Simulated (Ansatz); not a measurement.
`S[Si](Cl)(Cl)Cl` + H–F → `F[Si](Cl)(Cl)Cl` + H₂S at 700 K and 1 bar (ligand exchange at the Si–S bond).

Program: Ansatz. Geometries: PBE0-D4/def2-TZVP. ΔE: electronic, gas phase. CCSD(T)/CBS is the MP2 limit (def2-TZVPP, def2-QZVPP) plus CCSD(T) − MP2 in def2-TZVPP, frozen cores. This one scheme is used for every species. One conformer a species, not always the lowest.

```tsv
species	CCSD(T)/CBS energy (Eh)	H − E (kJ/mol)	S (J/(mol·K))
`S[Si](Cl)(Cl)Cl`	-2066.97878	107.7	461.4
H–F	-100.39570	45.2	198.5
`F[Si](Cl)(Cl)Cl`	-1768.43208	80.0	413.1
H₂S	-398.97279	64.8	236.9
```

H − E and S are ideal-gas, rigid-rotor, harmonic terms from PBE0-D4/def2-TZVP, for one conformer and one mirror image of each species. 1 Eh = 2625.50 kJ/mol, R = 8.31446 J/(mol·K).

Q: By hand: ΔE, ΔH, ΔS and ΔG.

A: ΔE = (-1768.43208) + (-398.97279) − (-2066.97878) − (-100.39570) = -0.03039 Eh = -79.8 kJ/mol. Δ(H − E) = 80.0 + 64.8 − 107.7 − 45.2 = -8.1, so ΔH = -87.9 kJ/mol. ΔS = 413.1 + 236.9 − 461.4 − 198.5 = -9.9 J/(mol·K). ΔG = -87.9 − 700 × (-9.9)/1000 = -81.0 kJ/mol.

Q: By hand: the equilibrium constant, and the temperature at which ΔG would vanish if ΔH and ΔS stayed fixed.

A: log₁₀ K = −ΔG/(RT ln 10) = 6.0. ΔG = 0 at ΔH/ΔS = 8879 K, far beyond where these terms or the molecules hold.

The number of gas molecules stays the same, so ΔS is small and ΔH decides. A doubt of 5 kJ/mol in ΔE shifts log₁₀ K by 0.4 here. Other conformers and mirror images would add mixing entropy, several J/(mol·K) or more a flexible species. These are equilibria of isolated gas molecules and say nothing of rates. Largest T1 diagnostic: 0.010 (customary marks: 0.02 for closed shells, 0.045 for open ones).
